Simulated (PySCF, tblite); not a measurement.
Isomers of [C4H7FO2Si]+ (charge +1 and doublet state), one GFN2-xTB conformer each. Single-point energies are computed at B3LYP/pcH-1 (PySCF, gas phase, no added dispersion term), electronic only. GFN2-xTB treats the open shell by occupation alone, and not every SCF solution was tested for stability.

```
                   SMILES  GFN2-xTB relative energy (kcal/mol)
   O=CC[C+](F)[CH]O[SiH3]                                  0.0
[CH2+][C](F)C(=O)C[SiH2]O                                  6.0
```

Conformers: `[O:1]=[CH:2][CH2:3][C+:4]([F:5])[CH:6][O:7][SiH3:8]` (charge +1 and doublet state) with O1–C2–C3–C4 29°, C2–C3–C4–F5 117°, C3–C4–C6–O7 -4°, C4–C6–O7–Si8 171°; `[CH2+:1][C:2]([F:3])[C:4](=[O:5])[CH2:6][SiH2:7][OH:8]` (charge +1 and doublet state) with H–C1–C2–F3 0° and 180°, C1–C2–C4–O5 -1°, C2–C4–C6–Si7 -176°, C4–C6–Si7–O8 -65°, C6–Si7–O8–H 106°.

Q: What does B3LYP/pcH-1 give for the same structures?

A: 
```tsv
SMILES	B3LYP/pcH-1 E (Eh)	B3LYP/pcH-1 (kcal/mol)	GFN2-xTB (kcal/mol)	point group
O=CC[C+](F)[CH]O[SiH3]	-696.13304	0.0	0.0	C1
[CH2+][C](F)C(=O)C[SiH2]O	-696.11672	10.2	6.0	C1
```

Both levels put the same isomer lowest. As drawn, the higher has an O–H bond and an Si–C bond, which the lower lacks.

Q: What happens when harmonic zero-point energies from GFN2-xTB frequencies are added?

A: 
```csv
SMILES,ZPE (kcal/mol),electronic (kcal/mol),with ZPE (kcal/mol)
O=CC[C+](F)[CH]O[SiH3],60.1,0.0,0.0
[CH2+][C](F)C(=O)C[SiH2]O,60.4,10.2,10.6
```

The zero-point energies span 0.3 kcal/mol. The order is unchanged.
